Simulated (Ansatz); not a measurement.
Computed with Ansatz on PBE0-D4/def2-TZVP structures; ΔE is electronic, products minus reactants. CBS: MP2 limit from def2 TZ/QZ plus the TZ coupled-cluster correction, frozen cores. This one scheme is used for every species. DFT in def2-TZVPP. B3LYP here is the variant with VWN-RPA as its local correlation; programs differ in this. For Ge outer-core shells are correlated without core-valence functions, which leaves a few kJ/mol of doubt a bond. Scalar relativity is left out up to krypton. Each species was taken in one conformer, which may not be the lowest.

`[OH][GeH2][NH][SiH](O)Cl` + H₂S → `[OH][GeH2][SH]` + `N[SiH](O)Cl`  (ligand exchange at a Ge–N bond)

```
          level  ΔE (eV)
        ωB97M-V    -0.21
            PBE    -0.35
           PBE0    -0.32
          B3LYP    -0.31
CCSD/def2-TZVPP    -0.16
  HF/def2-QZVPP    -0.27
   HF/CBS(def2)    -0.27
 CCSD/CBS(def2)    -0.19
```

**Question.** What does CCSD(T)/CBS give? (Best estimate.)

**Answer.** Computed: -0.18 eV. The listed levels differ from it by -0.03, -0.17, -0.14, -0.13, 0.02, -0.09, -0.09, -0.01 eV.

Largest T1 diagnostic among the species: 0.012.

In def2-TZVPP, CCSD(T) changes the Hartree–Fock value by +0.13 eV (the triples alone add +0.01 eV) and MP2 by +0.11 eV. The D4 term adds +0.10 eV with B3LYP and +0.06 eV with PBE0; it sums over pairs of atoms, weighted by their polarisabilities, and B3LYP, whose exchange is more repulsive, gets the larger term.
